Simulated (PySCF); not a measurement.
PySCF job for C2H3ClFNSi, SMILES [Si@](C#C)(Cl)(F)N, PBE-D3(BJ)/def2-SVP. Coordinates come from a PBE-D3(BJ)/def2-SVP optimisation. The structure was generated by enumeration; whether it is a known compound was not checked. One conformer was computed; it need not be the lowest.

```python
import numpy as np
from pyscf import gto, scf, dft, df
from pyscf.hessian import thermo

mol = gto.M(
    atom='''
    C     2.64626691    0.09018921   -1.17888809
    C     1.48837896   -0.01282519   -0.78413530
    Si   -0.22837979   -0.16680434   -0.19329741
    N    -1.28456951    0.57640929   -1.30820365
    F    -0.50565181   -1.76036836    0.05184900
    Cl   -0.49061322    0.72035069    1.65176996
    H     3.66826919    0.18310421   -1.52410818
    H    -2.25449593    0.78717323   -1.06757640
    H    -1.14105366    0.46328757   -2.31331581
    ''',
    basis='def2-SVP',
    charge=0,
    spin=0,
    max_memory=1600,
    verbose=3,
)
mf = dft.RKS(mol, xc='pbe').density_fit(auxbasis='def2-universal-jkfit')
mf.disp = 'd3bj'
mf.grids.level = 3
mf.conv_tol = 1e-11
mf.max_cycle = 100
mf.kernel()

# [left out here: the lines that compute and print the analytic Hessian (its translational invariance restored by hand, since the grid's response is missing), thermochemistry and intensities]
```

It prints:

```
converged SCF energy = -981.388191753019

WARN: DFTD3 does not support analytical Hessian, using finite difference


WARN: Mole.unit (angstrom) is changed to Bohr

Mode                                 0                   1                   2
Irrep
Freq [cm^-1]                      105.2374            119.5695            161.6654
Reduced mass [au]                   5.3813              3.0010              2.2728
Force const [Dyne/A]                0.0351              0.0253              0.0350
Char temp [K]                     151.4132            172.0339            232.6005
Normal mode                   x     y     z       x     y     z       x     y     z
       0   C                -0.02 -0.07 -0.16   -0.03  0.11 -0.04   -0.01  0.09 -0.04
       1   C                 0.03  0.01  0.01   -0.00 -0.02  0.01    0.03 -0.09  0.04
       2  Si                 0.03  0.02  0.03   -0.00 -0.02  0.01    0.02 -0.05  0.02
       3   N                 0.07  0.03 -0.00    0.09 -0.02 -0.07    0.05  0.05  0.06
       4   F                 0.05  0.02  0.02   -0.10  0.00  0.06   -0.03 -0.05 -0.03
       5  Cl                -0.08 -0.01  0.03    0.03 -0.02  0.01   -0.02  0.03 -0.03
       6   H                -0.06 -0.14 -0.29   -0.06  0.22 -0.09   -0.04  0.23 -0.10
       7   H                 0.06  0.02 -0.05    0.02 -0.15 -0.25    0.16  0.37  0.24
       8   H                 0.14  0.08  0.00    0.33  0.17 -0.06   -0.24 -0.24  0.05
Mode                                 3                   4                   5
Irrep
Freq [cm^-1]                      232.2526            266.8139            289.2996
Reduced mass [au]                   3.2796              1.9280              2.0134
Force const [Dyne/A]                0.1042              0.0809              0.0993
Char temp [K]                     334.1598            383.8858            416.2377
Normal mode                   x     y     z       x     y     z       x     y     z
       0   C                 0.03  0.02  0.03    0.04  0.01 -0.02   -0.06 -0.00  0.01
       1   C                -0.01 -0.05 -0.12    0.04  0.01 -0.02   -0.05 -0.01  0.04
       2  Si                 0.01 -0.00 -0.04    0.03  0.04 -0.02   -0.05  0.02 -0.01
       3   N                -0.01  0.05  0.04   -0.01  0.00 -0.03    0.03 -0.02 -0.11
       4   F                 0.02  0.02  0.12   -0.06  0.07  0.06    0.06  0.01  0.02
       5  Cl                -0.03 -0.04 -0.03   -0.01 -0.05  0.01    0.03 -0.02  0.03
       6   H                 0.07  0.07  0.14    0.05  0.00 -0.02   -0.06 -0.00 -0.00
       7   H                 0.06  0.29  0.10   -0.02 -0.16  0.09    0.18  0.60 -0.09
       8   H                 0.01  0.37  0.01   -0.32 -0.59 -0.02   -0.04 -0.22 -0.10
Mode                                 6                   7                   8
Irrep
Freq [cm^-1]                      302.4290            341.1034            379.7530
Reduced mass [au]                   3.2223              7.6181              5.1544
Force const [Dyne/A]                0.1736              0.5222              0.4380
Char temp [K]                     435.1281            490.7719            546.3800
Normal mode                   x     y     z       x     y     z       x     y     z
       0   C                -0.05 -0.00  0.03   -0.03 -0.02 -0.02   -0.02  0.03 -0.01
       1   C                -0.07 -0.02 -0.05    0.03  0.11  0.17    0.04 -0.19  0.10
       2  Si                -0.03 -0.02  0.01   -0.02 -0.02 -0.03   -0.02  0.04 -0.03
       3   N                 0.07  0.16 -0.01   -0.01  0.06  0.02   -0.06  0.02 -0.01
       4   F                 0.07 -0.05  0.03   -0.00 -0.01  0.06    0.06  0.04 -0.00
       5  Cl                 0.01  0.00 -0.01    0.02 -0.03 -0.07    0.00 -0.01 -0.00
       6   H                -0.03  0.01  0.09   -0.06 -0.11 -0.15   -0.06  0.18 -0.09
       7   H                -0.08 -0.36 -0.12   -0.02 -0.01  0.08   -0.12 -0.24 -0.02
       8   H                 0.02 -0.32  0.03   -0.06  0.14  0.00   -0.02  0.12 -0.02
Mode                                 9                  10                  11
Irrep
Freq [cm^-1]                      520.2788            641.5137            699.5344
Reduced mass [au]                  12.0044              4.3675              1.2876
Force const [Dyne/A]                1.9145              1.0590              0.3712
Char temp [K]                     748.5653            922.9953           1006.4743
Normal mode                   x     y     z       x     y     z       x     y     z
       0   C                 0.07  0.00 -0.03   -0.12 -0.01  0.04   -0.02  0.13 -0.01
       1   C                 0.08  0.02  0.01   -0.10 -0.00  0.03    0.01 -0.05  0.01
       2  Si                -0.03 -0.05 -0.08    0.08 -0.02 -0.07    0.00  0.00 -0.00
       3   N                -0.04  0.05 -0.06    0.05 -0.02 -0.01    0.00 -0.00 -0.00
       4   F                -0.00 -0.06  0.03    0.00  0.03 -0.00   -0.00 -0.00  0.00
       5  Cl                -0.01  0.04  0.09   -0.00  0.01  0.03    0.00  0.00  0.00
       6   H                 0.07 -0.00 -0.04   -0.12 -0.00  0.06    0.11 -0.86  0.09
       7   H                -0.04 -0.01  0.02    0.09 -0.15  0.27    0.00 -0.00  0.01
       8   H                -0.13  0.08 -0.08   -0.19  0.14 -0.06   -0.01  0.00 -0.00
Mode                                12                  13                  14
Irrep
Freq [cm^-1]                      712.3012            805.4417            842.2371
Reduced mass [au]                   1.2884              1.6977              8.4569
Force const [Dyne/A]                0.3852              0.6489              3.5345
Char temp [K]                    1024.8428           1158.8513           1211.7916
Normal mode                   x     y     z       x     y     z       x     y     z
       0   C                 0.04  0.02  0.12   -0.02 -0.00  0.01    0.04  0.00 -0.01
       1   C                -0.02 -0.01 -0.05   -0.01  0.00  0.03    0.02  0.01 -0.01
       2  Si                 0.00  0.00 -0.00    0.03 -0.04 -0.07   -0.09 -0.07 -0.02
       3   N                -0.00  0.00 -0.01   -0.04  0.01  0.10    0.09 -0.04  0.05
       4   F                -0.00 -0.00  0.00    0.00  0.04  0.00    0.03  0.13 -0.02
       5  Cl                 0.00  0.00  0.00   -0.01  0.01  0.01    0.00  0.00  0.01
       6   H                -0.27 -0.11 -0.82   -0.03 -0.02 -0.03    0.04 -0.01 -0.02
       7   H                 0.00 -0.01  0.01   -0.12  0.21 -0.42    0.11 -0.13  0.20
       8   H                -0.02  0.02 -0.01    0.42 -0.33  0.19   -0.02  0.01  0.04
Mode                                15                  16                  17
Irrep
Freq [cm^-1]                      934.5315           1472.0803           2098.2505
Reduced mass [au]                   8.3038              1.1342              5.9265
Force const [Dyne/A]                4.2728              1.4481             15.3732
Char temp [K]                    1344.5828           2117.9959           3018.9153
Normal mode                   x     y     z       x     y     z       x     y     z
       0   C                -0.01  0.00  0.00    0.00  0.00 -0.00   -0.16 -0.01  0.05
       1   C                -0.00  0.00 -0.00    0.00 -0.00  0.00    0.21  0.02 -0.07
       2  Si                 0.05 -0.10  0.07   -0.00  0.01 -0.01   -0.01 -0.00  0.00
       3   N                -0.09  0.06 -0.09    0.06 -0.03  0.06   -0.00 -0.00  0.00
       4   F                 0.01  0.09 -0.02   -0.00 -0.00  0.00   -0.00 -0.00  0.00
       5  Cl                -0.00  0.00 -0.00   -0.00  0.00  0.00   -0.00  0.00  0.00
       6   H                 0.00 -0.02  0.01    0.00  0.00 -0.00   -0.29 -0.03  0.10
       7   H                -0.11  0.07 -0.15   -0.11  0.03 -0.65   -0.00  0.00 -0.00
       8   H                -0.13  0.08 -0.11   -0.63  0.18 -0.07   -0.00 -0.00  0.00
Mode                                18                  19                  20
Irrep
Freq [cm^-1]                     3389.9190           3510.0177           3614.8303
Reduced mass [au]                   1.1581              1.0493              1.0977
Force const [Dyne/A]                7.8413              7.6164              8.4507
Char temp [K]                    4877.3387           5050.1339           5200.9359
Normal mode                   x     y     z       x     y     z       x     y     z
       0   C                -0.10 -0.01  0.03   -0.00 -0.00  0.00   -0.00 -0.00  0.00
       1   C                 0.03  0.00 -0.01   -0.00 -0.00 -0.00    0.00  0.00 -0.00
       2  Si                -0.00 -0.00  0.00   -0.00  0.00 -0.00    0.00 -0.00 -0.00
       3   N                -0.00 -0.00 -0.00    0.04 -0.01  0.04    0.05 -0.02 -0.06
       4   F                 0.00  0.00 -0.00   -0.00  0.00 -0.00    0.00 -0.00 -0.00
       5  Cl                 0.00 -0.00 -0.00   -0.00 -0.00 -0.00   -0.00  0.00  0.00
       6   H                 0.87  0.08 -0.29    0.00  0.00 -0.00    0.00  0.00 -0.00
       7   H                 0.00 -0.00 -0.00   -0.63  0.15  0.17   -0.65  0.15  0.15
       8   H                -0.00  0.00  0.00    0.11 -0.07 -0.69   -0.09  0.07  0.65
temperature 298.1500 [K]
pressure 101325.00 [Pa]
Rotational constants [GHz] 2.73221 1.72725 1.50540
Symmetry number 1
Zero-point energy (ZPE) 0.04884 [Eh]   128234.056 [J/mol]
                           tot       elec      trans        rot        vib
Entropy [J/mol/K]       369.277      0.000    168.821    118.011     82.445
Cv [J/mol/K]            114.144      0.000     12.472     12.472     89.201
Cp [J/mol/K]            122.459      0.000     20.786     12.472     89.201
Internal energy [J/mol]                      3718.434   3718.434 142250.263
Internal energy [Eh]   -981.33118  -981.38819
Enthalpy [J/mol]                             6197.391   3718.434 142250.263
Enthalpy [Eh]          -981.33023
Gibbs free energy [J/mol]                  -44136.653 -31466.577 117669.238
Gibbs free energy [Eh] -981.37217
mode   freq/cm-1   IR/(km/mol)
   1      105.24         1.602
   2      119.57         6.754
   3      161.67         3.251
   4      232.25        33.634
   5      266.81        40.538
   6      289.30        42.561
   7      302.43       100.986
   8      341.10        22.346
   9      379.75        17.220
  10      520.28        60.983
  11      641.51        82.994
  12      699.53        27.785
  13      712.30        25.333
  14      805.44       175.262
  15      842.24       165.820
  16      934.53       147.770
  17     1472.08        66.325
  18     2098.25        52.340
  19     3389.92        49.506
  20     3510.02        51.088
  21     3614.83        47.243
max |gradient| / (hartree/bohr): 0.00010143361388701178
APT charges: [-0.161  -0.5317  2.09   -0.8558 -0.6557 -0.5155  0.2147  0.21    0.2051]
```

Self-consistency was reached.

Cost: about 90 core-seconds (a rough figure).
